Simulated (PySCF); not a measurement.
Point-charge models of 3-pyridinesulfonic acid (`O=S(=O)(O)c1cccnc1`) against its computed dipole.

Coordinates (GFN2-xTB, Å) and charges (e) from the PBE0/pcSseg-1 density (PySCF):

```json
{"atom": "O1", "x": "2.220", "y": "1.807", "z": "-0.086", "Mulliken": "-0.4899", "IAO": "-0.8510", "Hirshfeld": "-0.2874", "ESP-fitted": "-0.4691"}
{"atom": "S2", "x": "1.995", "y": "0.439", "z": "0.240", "Mulliken": "+1.3321", "IAO": "+2.1746", "Hirshfeld": "+0.5584", "ESP-fitted": "+1.1060"}
{"atom": "O3", "x": "2.631", "y": "-0.133", "z": "1.387", "Mulliken": "-0.5181", "IAO": "-0.8745", "Hirshfeld": "-0.3035", "ESP-fitted": "-0.5143"}
{"atom": "O4", "x": "2.422", "y": "-0.471", "z": "-1.028", "Mulliken": "-0.4535", "IAO": "-0.7325", "Hirshfeld": "-0.2159", "ESP-fitted": "-0.5759"}
{"atom": "C5", "x": "0.252", "y": "0.112", "z": "0.259", "Mulliken": "-0.6435", "IAO": "-0.2763", "Hirshfeld": "-0.0393", "ESP-fitted": "-0.5515"}
{"atom": "C6", "x": "-0.593", "y": "0.914", "z": "-0.481", "Mulliken": "+0.1410", "IAO": "-0.1043", "Hirshfeld": "-0.0194", "ESP-fitted": "+0.4010"}
{"atom": "C7", "x": "-1.945", "y": "0.606", "z": "-0.479", "Mulliken": "-0.1640", "IAO": "-0.1737", "Hirshfeld": "-0.0376", "ESP-fitted": "-0.6743"}
{"atom": "C8", "x": "-2.362", "y": "-0.491", "z": "0.265", "Mulliken": "+0.1711", "IAO": "+0.0061", "Hirshfeld": "+0.0351", "ESP-fitted": "+0.5965"}
{"atom": "N9", "x": "-1.545", "y": "-1.250", "z": "0.976", "Mulliken": "-0.4108", "IAO": "-0.2637", "Hirshfeld": "-0.1491", "ESP-fitted": "-0.7196"}
{"atom": "C10", "x": "-0.257", "y": "-0.955", "z": "0.975", "Mulliken": "+0.3105", "IAO": "+0.0069", "Hirshfeld": "+0.0259", "ESP-fitted": "+0.5775"}
{"atom": "H11", "x": "3.025", "y": "-1.158", "z": "-0.741", "Mulliken": "+0.2649", "IAO": "+0.3883", "Hirshfeld": "+0.1883", "ESP-fitted": "+0.4411"}
{"atom": "H12", "x": "-0.182", "y": "1.750", "z": "-1.025", "Mulliken": "+0.1134", "IAO": "+0.1854", "Hirshfeld": "+0.0635", "ESP-fitted": "+0.0876"}
{"atom": "H13", "x": "-2.654", "y": "1.196", "z": "-1.038", "Mulliken": "+0.1121", "IAO": "+0.1713", "Hirshfeld": "+0.0648", "ESP-fitted": "+0.2379"}
{"atom": "H14", "x": "-3.404", "y": "-0.779", "z": "0.299", "Mulliken": "+0.1178", "IAO": "+0.1667", "Hirshfeld": "+0.0601", "ESP-fitted": "+0.0264"}
{"atom": "H15", "x": "0.394", "y": "-1.578", "z": "1.571", "Mulliken": "+0.1167", "IAO": "+0.1768", "Hirshfeld": "+0.0558", "ESP-fitted": "+0.0308"}
```

Compute μ = Σ q r for each scheme (1 e·Å = 4.803 D) and compare with the dipole of the full density.

The full density gives (-2.28, -1.03, -1.99) D, 3.20 D in size; dipole vectors point from the negative to the positive end.

```csv
scheme,μx,μy,μz,size (D),share of the full size (%),angle to the full dipole (°)
Mulliken,-2.59,-0.85,-1.49,3.10,97,11
IAO,-3.43,-1.74,-1.82,4.26,133,13
Hirshfeld,-2.05,-0.94,-1.44,2.68,84,6
ESP-fitted,-2.32,-1.02,-2.00,3.23,101,1
```

Which set comes closest?

Length of the difference vector: ESP-fitted 0.05 D, Hirshfeld 0.60 D, Mulliken 0.62 D, IAO 1.37 D. Closest: ESP-fitted. ESP charges are fitted to the potential around the molecule, whose slowest-falling term is the dipole's. The schemes that divide the density aren't constrained to reproduce the dipole.

What is left for the Hirshfeld atoms' own dipoles?

The shares of the density sum to the whole, so what Σ q r misses lies in dipoles about the nuclei. The atomic dipoles sum to (-2.28, -1.03, -1.99) − (-2.05, -0.94, -1.44) = (-0.23, -0.09, -0.55) D, 0.60 D in size.

With the origin at the mean of the coordinates, (0.000, 0.001, 0.073) Å, which are the largest single terms, by size, of the Hirshfeld dipole along the direction of the full one?

S2 -4.47, O3 +3.86, O1 +2.85, H11 -1.15, O4 +0.92 D; all 15 atoms together +2.66 D. The single terms depend on the origin, their sum doesn't.

Give the size of the full dipole in other units.

3.20 D = 1.258 au = 0.666 e·Å = 10.66 × 10⁻³⁰ C·m.

Isolated species at its GFN2-xTB geometry (one conformer only).

Shape of the structure used: `[O:1]=[S:2](=[O:3])([OH:4])[c:5]1[cH:6][cH:7][cH:8][n:9][cH:10]1`: O1–S2–C5–C6 25°, H–O4–S2–O1 128°.
